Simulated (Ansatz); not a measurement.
Species: H6BN, SMILES `[BH3-][NH3+]` (charge 0, multiplicity 1).

Q: Give a relaxed geometry from B3LYP-D3(BJ)/def2-TZVP (Ansatz, an electronic-structure program).

A: the end point of this relaxation (outside a Z-matrix the atoms follow the SMILES, hydrogens last).
Z-matrix (Å, degrees):
```
N
H 1 1.0159
H 1 1.0159 2 107.95
H 1 1.0159 2 107.95 3 -116.46
B 1 1.6583 2 110.95 3 121.77
H 5 1.2082 1 104.94 2 59.97
H 5 1.2082 6 113.60 1 -114.06
H 5 1.2082 6 113.60 7 -131.88
```
